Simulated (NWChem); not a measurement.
# AuCl; SMILES [Cl][Au]

```xyz
2

Au     0.0000     0.0000    -0.4041
Cl     0.0000     0.0000     1.8489
```
Atoms are numbered in this order, from 1.

Level: PBE0/def2-SVP with def2 effective core potentials on Au (NWChem), optimised geometry, unscaled harmonic frequencies. def2 effective core potentials on Au; no spin-orbit coupling.

```csv
frequency (cm⁻¹),IR intensity (km/mol)
360,8.5
```

The zero-point energy comes out as 0.5 kcal/mol. The thermal correction to the enthalpy at 298.15 K (with zero-point energy) comes out as 2.8 kcal/mol, the heat capacity Cv is 6.5 cal/(mol K) and the entropy at 298.15 K and 1 atm (symmetry number 1) comes out as 60.3 cal/(mol K).

Rigid rotor and harmonic oscillator.
